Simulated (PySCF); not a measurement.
PySCF input for C3H7NSi, SMILES C(CC#N)[SiH3], SMD-PBE0/6-31G*. Coordinates come from a TPSSh-D3(BJ)/def2-SVP optimisation. One conformer was computed; it need not be the lowest.

```python
import numpy as np
from pyscf import gto, scf, dft
from pyscf.solvent import smd

mol = gto.M(
    atom='''
    N     2.23229163    1.08842449    0.70405252
    C     1.51332035    0.17554212    0.73810420
    C     0.59414969   -0.96652999    0.75345927
    C    -0.33918756   -1.01432974   -0.47647636
    Si   -1.51705500    0.46562077   -0.68015038
    H     1.20146005   -1.88513747    0.81530864
    H     0.00648360   -0.91508379    1.68556753
    H    -0.95185237   -1.92913739   -0.40464464
    H     0.26375786   -1.11557558   -1.39484005
    H    -2.31803325    0.63321754    0.56535900
    H    -2.43647514    0.18837433   -1.81723207
    H    -0.76230709    1.71758561   -0.94630319
    ''',
    basis='6-31G*',
    charge=0,
    spin=0,
    max_memory=1600,
    verbose=3,
)
mf = dft.RKS(mol, xc='pbe0').density_fit(auxbasis='def2-universal-jkfit')
mf.grids.level = 3
mf.conv_tol = 1e-9
mf.max_cycle = 100
mf.kernel()
res = {}
for name in ['water', 'N,N-dimethylformamide', 'tetrahydrofuran']:
    s = mf.SMD()
    s.with_solvent.solvent, s.with_solvent.sasa_ng = name, 194
    s.kernel(mf.make_rdm1())
    res[name] = (s.e_tot, s.with_solvent.get_cds(), s.dip_moment(), s.mo_energy, s.converged)
    print(f'SMD {name}: dG(solv) = {(s.e_tot - mf.e_tot) * 627.509474:.3f} kcal/mol, of which CDS {res[name][1] * 627.509474:.3f}')
```

Output:

```
converged SCF energy = -462.395436461189
converged SCF energy = -462.399532622851
Dipole moment(X, Y, Z, Debye): -2.68693, -4.56444, -0.03118
SMD water: dG(solv) = -2.570 kcal/mol, of which CDS 4.828
converged SCF energy = -462.404758846839
Dipole moment(X, Y, Z, Debye): -2.67427, -4.53130, -0.03583
SMD N,N-dimethylformamide: dG(solv) = -5.850 kcal/mol, of which CDS 1.375
converged SCF energy = -462.403984307126
Dipole moment(X, Y, Z, Debye): -2.58580, -4.30342, -0.06545
SMD tetrahydrofuran: dG(solv) = -5.364 kcal/mol, of which CDS 0.640
```

The calculation finished and met its thresholds.
